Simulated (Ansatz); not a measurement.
Relaxation of Cu₅O₄⁺ with RKS PBE0-D4/def2-SVP.

```sh
$ ansatz run in.yaml --threads 4 --pin off --events-out ev --progress --plain --max-ram 4787MiB
```

```yaml
crystal:
  periodic: [false, false, false]
  atoms:
    - {symbol: Cu, position_ang: [-2.856970, -1.852960, -0.119280]}
    - {symbol: Cu, position_ang: [2.015450, 0.342150, 0.054840]}
    - {symbol: Cu, position_ang: [-0.073060, 2.756480, 0.091600]}
    - {symbol: Cu, position_ang: [0.727080, -1.542650, -0.038200]}
    - {symbol: Cu, position_ang: [-1.323960, -0.120150, -0.030230]}
    - {symbol: O, position_ang: [2.424090, -1.295140, 0.022590]}
    - {symbol: O, position_ang: [-1.024000, -1.868440, -0.103040]}
    - {symbol: O, position_ang: [1.467730, 1.962530, 0.085510]}
    - {symbol: O, position_ang: [-1.356340, 1.618190, 0.036220]}
basis:
  gaussian: {orbitals: def2-SVP}
total_charge: 1
hamiltonian: {xc: pbe0, dispersion: d4}
scf: {lower_state_search: "off"}
output: {orbitals: {seedname: orbitals}}
relax: {f_tol: 0.02, max_steps: 100}
```

Hardware: 4 threads of Intel Xeon on a shared host. Wall time 8.7 min, peak host memory 1.1 GiB.

Positions (Å) and forces (eV/Å) at steps 1, 2, 3, 4, 5, 6, 7, 8, 9, 10, 11, 12, 13, 14, 15, 16, 17, 18, 19, 20 of 20:

```xyz
9
step=1 energy=-231302.9129 eV
Cu   -2.857   -1.853   -0.119   -0.568   -0.871   -0.040
Cu    2.015    0.342    0.055    0.358    1.503   -0.053
Cu   -0.073    2.756    0.092    0.105   -0.436    0.031
Cu    0.727   -1.543   -0.038   -1.079   -1.876    0.003
Cu   -1.324   -0.120   -0.030    0.397    1.281    0.192
O     2.424   -1.295    0.023    1.322   -1.213    0.047
O    -1.024   -1.868   -0.103   -0.123   -0.423   -0.160
O     1.468    1.963    0.086   -0.198    1.290    0.031
O    -1.356    1.618    0.036   -0.213    0.746   -0.050
9
step=2 energy=-231303.1882 eV
Cu   -2.874   -1.904   -0.118   -0.278   -0.631   -0.057
Cu    2.022    0.359    0.042    0.317    0.931   -0.026
Cu   -0.066    2.770    0.105    0.149   -0.407    0.002
Cu    0.725   -1.603   -0.033   -0.723   -1.362   -0.036
Cu   -1.322   -0.099   -0.008    0.362    0.804    0.046
O     2.431   -1.307    0.079    0.606   -0.626    0.046
O    -1.039   -1.868   -0.168   -0.085   -0.103    0.002
O     1.486    2.003    0.026   -0.206    0.893    0.010
O    -1.364    1.649    0.076   -0.142    0.501    0.015
9
step=3 energy=-231303.4928 eV
Cu   -2.900   -2.065   -0.159    0.097   -0.264   -0.074
Cu    2.029    0.417    0.005    0.249    0.101    0.054
Cu   -0.028    2.798    0.133    0.143   -0.215   -0.069
Cu    0.691   -1.757   -0.015    0.113   -0.320   -0.038
Cu   -1.289   -0.048    0.010    0.190    0.163   -0.147
O     2.392   -1.309    0.207   -0.531    0.199   -0.143
O    -1.080   -1.859   -0.263   -0.138    0.342    0.291
O     1.537    2.110   -0.131   -0.193    0.035    0.107
O    -1.353    1.714    0.213    0.070   -0.040    0.019
9
step=4 energy=-231303.6088 eV
Cu   -2.904   -2.264   -0.143    0.051   -0.154   -0.043
Cu    2.066    0.455    0.020    0.065   -0.013   -0.032
Cu    0.020    2.818    0.133    0.049   -0.147   -0.061
Cu    0.642   -1.781   -0.025    0.028   -0.122   -0.090
Cu   -1.291   -0.014   -0.018    0.015    0.135   -0.083
O     2.325   -1.291    0.145   -0.242    0.115   -0.012
O    -1.138   -1.828   -0.210    0.023    0.178    0.198
O     1.600    2.157   -0.055   -0.084    0.013    0.098
O    -1.319    1.748    0.154    0.094   -0.005    0.025
9
step=5 energy=-231303.6641 eV
Cu   -2.879   -2.461   -0.121    0.129   -0.071   -0.014
Cu    2.089    0.478    0.031    0.061    0.024    0.022
Cu    0.073    2.809    0.068    0.071    0.127    0.053
Cu    0.595   -1.780   -0.063    0.015    0.008   -0.007
Cu   -1.340    0.034   -0.040    0.052   -0.107    0.044
O     2.264   -1.274    0.069   -0.018    0.026   -0.005
O    -1.184   -1.789   -0.135   -0.239    0.100    0.009
O     1.678    2.193    0.093   -0.067   -0.102   -0.041
O    -1.296    1.790    0.099   -0.003   -0.003   -0.060
9
step=6 energy=-231303.6978 eV
Cu   -2.820   -2.651   -0.131    0.024   -0.075   -0.010
Cu    2.105    0.474    0.030   -0.016    0.007   -0.038
Cu    0.116    2.849    0.094    0.030   -0.030    0.010
Cu    0.539   -1.745   -0.062   -0.004    0.001    0.004
Cu   -1.359    0.077   -0.029    0.052   -0.004   -0.003
O     2.222   -1.282    0.059   -0.019   -0.001    0.022
O    -1.248   -1.743   -0.119   -0.044    0.044    0.008
O     1.704    2.189    0.093   -0.007   -0.005    0.006
O    -1.259    1.834    0.065   -0.016    0.063    0.003
9
step=7 energy=-231303.7141 eV
Cu   -2.725   -2.825   -0.161    0.078    0.025    0.008
Cu    2.085    0.457   -0.060    0.078    0.001    0.123
Cu    0.157    2.872    0.129   -0.009    0.023    0.012
Cu    0.487   -1.736   -0.030   -0.046    0.161    0.007
Cu   -1.355    0.136   -0.028    0.154    0.031   -0.004
O     2.173   -1.294    0.108   -0.054   -0.020   -0.059
O    -1.303   -1.683   -0.117   -0.151   -0.148   -0.016
O     1.727    2.176    0.086    0.020   -0.029   -0.080
O    -1.247    1.897    0.073   -0.069   -0.044    0.010
9
step=8 energy=-231303.7250 eV
Cu   -2.689   -2.937   -0.167    0.251    0.239    0.015
Cu    2.104    0.460   -0.059    0.042   -0.041    0.042
Cu    0.182    2.882    0.140    0.019    0.019   -0.015
Cu    0.440   -1.699   -0.025    0.006    0.121   -0.004
Cu   -1.341    0.156   -0.030    0.080   -0.070    0.021
O     2.134   -1.294    0.129   -0.095    0.051   -0.018
O    -1.351   -1.667   -0.136   -0.262   -0.216   -0.031
O     1.751    2.184    0.051    0.010   -0.042   -0.019
O    -1.231    1.915    0.099   -0.051   -0.060    0.009
9
step=9 energy=-231303.7357 eV
Cu   -2.701   -2.931   -0.162    0.158    0.135   -0.002
Cu    2.120    0.470   -0.046    0.063   -0.008   -0.049
Cu    0.184    2.874    0.127    0.002    0.016   -0.026
Cu    0.427   -1.673   -0.033    0.073    0.007   -0.020
Cu   -1.325    0.136   -0.021    0.047   -0.055    0.003
O     2.116   -1.280    0.159   -0.071    0.044    0.035
O    -1.358   -1.682   -0.180   -0.243   -0.078    0.007
O     1.761    2.194    0.014   -0.023   -0.025    0.039
O    -1.224    1.891    0.141   -0.006   -0.037    0.013
9
step=10 energy=-231303.7450 eV
Cu   -2.704   -2.958   -0.185    0.009    0.019    0.008
Cu    2.160    0.492   -0.062    0.127   -0.082   -0.022
Cu    0.193    2.868    0.102   -0.067   -0.014   -0.007
Cu    0.393   -1.639   -0.045    0.146   -0.121    0.044
Cu   -1.291    0.109    0.005   -0.094    0.015    0.005
O     2.068   -1.248    0.225   -0.123    0.139   -0.032
O    -1.396   -1.695   -0.215   -0.047    0.079   -0.022
O     1.781    2.211   -0.035   -0.063   -0.009    0.038
O    -1.205    1.860    0.209    0.111   -0.026   -0.010
9
step=11 energy=-231303.7523 eV
Cu   -2.715   -2.951   -0.175   -0.085   -0.071    0.009
Cu    2.200    0.510   -0.075    0.114   -0.116    0.029
Cu    0.191    2.862    0.088   -0.072   -0.064    0.009
Cu    0.381   -1.645   -0.027    0.054   -0.035   -0.040
Cu   -1.288    0.090    0.011   -0.064   -0.016   -0.051
O     2.045   -1.221    0.243   -0.106    0.150   -0.027
O    -1.410   -1.701   -0.263    0.113    0.123    0.060
O     1.788    2.222   -0.040   -0.053   -0.007    0.010
O    -1.192    1.834    0.239    0.100    0.035    0.001
9
step=12 energy=-231303.7624 eV
Cu   -2.744   -2.949   -0.123   -0.106   -0.090    0.016
Cu    2.284    0.541   -0.069    0.040   -0.120    0.118
Cu    0.189    2.844    0.076   -0.037   -0.142    0.042
Cu    0.366   -1.641   -0.054   -0.072    0.012   -0.005
Cu   -1.298    0.064   -0.014   -0.004   -0.009   -0.014
O     2.011   -1.176    0.246   -0.045    0.183   -0.102
O    -1.433   -1.720   -0.300    0.217    0.106    0.029
O     1.806    2.238   -0.008   -0.028   -0.028   -0.053
O    -1.180    1.798    0.246    0.036    0.088   -0.029
9
step=13 energy=-231303.7703 eV
Cu   -2.780   -2.943   -0.034    0.030    0.026   -0.008
Cu    2.391    0.576   -0.039   -0.140   -0.119    0.179
Cu    0.186    2.807    0.077    0.097   -0.142    0.058
Cu    0.354   -1.634   -0.091   -0.167    0.103    0.025
Cu   -1.322    0.043   -0.059    0.066    0.008    0.033
O     1.986   -1.130    0.198    0.095    0.230   -0.140
O    -1.450   -1.739   -0.324    0.092   -0.104    0.007
O     1.827    2.249    0.069    0.015   -0.087   -0.108
O    -1.192    1.771    0.202   -0.088    0.085   -0.045
9
step=14 energy=-231303.7386 eV rejected
Cu   -2.774   -3.036   -0.033    0.032    0.002   -0.010
Cu    2.519    0.613    0.047    0.391    0.174   -0.010
Cu    0.250    2.621    0.105    0.072    0.434   -0.018
Cu    0.279   -1.469   -0.091    0.185   -0.671   -0.037
Cu   -1.408    0.034   -0.050   -0.707    0.243   -0.070
O     1.939   -1.027    0.101   -0.067    0.081    0.001
O    -1.505   -1.759   -0.269    0.204    0.166    0.075
O     1.958    2.270    0.070   -0.258   -0.322    0.028
O    -1.256    1.754    0.120    0.149   -0.106    0.040
9
step=15 energy=-231303.7896 eV
Cu   -2.767   -2.975   -0.016    0.040    0.016   -0.013
Cu    2.461    0.585    0.022    0.171    0.007    0.002
Cu    0.214    2.719    0.105   -0.043    0.104    0.017
Cu    0.336   -1.574   -0.097   -0.073    0.115    0.032
Cu   -1.407    0.059   -0.071    0.159   -0.151    0.005
O     1.990   -1.097    0.116   -0.089    0.034   -0.025
O    -1.458   -1.742   -0.277   -0.093    0.008    0.009
O     1.881    2.238    0.091   -0.089   -0.125   -0.005
O    -1.250    1.788    0.127    0.017   -0.007   -0.022
9
step=16 energy=-231303.8046 eV
Cu   -2.761   -3.002   -0.011    0.018   -0.016   -0.008
Cu    2.559    0.590    0.038    0.018   -0.012    0.040
Cu    0.218    2.674    0.106   -0.031    0.013    0.005
Cu    0.306   -1.503   -0.096    0.017   -0.095    0.019
Cu   -1.435    0.053   -0.067   -0.079    0.072   -0.029
O     1.972   -1.053    0.084    0.045    0.042   -0.040
O    -1.480   -1.742   -0.261   -0.020   -0.025    0.020
O     1.893    2.204    0.110    0.001   -0.027   -0.018
O    -1.273    1.778    0.096    0.032    0.048    0.011
9
step=17 energy=-231303.8108 eV
Cu   -2.729   -3.061   -0.058    0.020    0.019   -0.006
Cu    2.580    0.581    0.067    0.006   -0.005    0.008
Cu    0.231    2.673    0.100   -0.007   -0.003    0.008
Cu    0.288   -1.488   -0.078    0.026   -0.002    0.006
Cu   -1.464    0.076   -0.062   -0.012    0.070    0.027
O     1.969   -1.050    0.026   -0.037    0.014   -0.011
O    -1.503   -1.729   -0.178    0.006   -0.009    0.000
O     1.905    2.192    0.118   -0.008   -0.023   -0.007
O    -1.277    1.806    0.065    0.007   -0.061   -0.024
9
step=18 energy=-231303.8112 eV
Cu   -2.704   -3.092   -0.106    0.054    0.067   -0.001
Cu    2.613    0.576    0.086   -0.061   -0.068   -0.019
Cu    0.238    2.649    0.095    0.004   -0.013    0.001
Cu    0.274   -1.460   -0.057   -0.026    0.024   -0.023
Cu   -1.494    0.092   -0.043   -0.006   -0.120    0.007
O     1.961   -1.037   -0.024    0.059    0.058    0.026
O    -1.516   -1.716   -0.104   -0.045   -0.044    0.007
O     1.917    2.175    0.126    0.011    0.007    0.007
O    -1.288    1.814    0.027    0.010    0.087   -0.005
9
step=19 energy=-231303.8121 eV
Cu   -2.703   -3.080   -0.103   -0.024   -0.024   -0.002
Cu    2.599    0.573    0.077    0.017    0.030   -0.003
Cu    0.235    2.656    0.096    0.008    0.002    0.002
Cu    0.278   -1.467   -0.061    0.003    0.015   -0.007
Cu   -1.488    0.088   -0.041    0.011    0.019    0.001
O     1.965   -1.043   -0.011   -0.008   -0.039    0.005
O    -1.511   -1.718   -0.114    0.006    0.004    0.005
O     1.911    2.175    0.124    0.000    0.009    0.002
O    -1.286    1.816    0.032   -0.014   -0.016   -0.003
9
step=20 energy=-231303.8123 eV
Cu   -2.707   -3.081   -0.115    0.000    0.000   -0.001
Cu    2.602    0.575    0.071    0.001    0.001    0.000
Cu    0.236    2.654    0.097    0.001    0.000    0.001
Cu    0.278   -1.464   -0.057    0.000   -0.003    0.002
Cu   -1.489    0.087   -0.037   -0.002   -0.002    0.002
O     1.966   -1.042   -0.010   -0.003    0.001    0.000
O    -1.512   -1.720   -0.101    0.002    0.004   -0.001
O     1.913    2.177    0.124   -0.001    0.000   -0.001
O    -1.287    1.815    0.028    0.001   -0.002   -0.001
```

The structure comes from a short search, and lower isomers may exist.
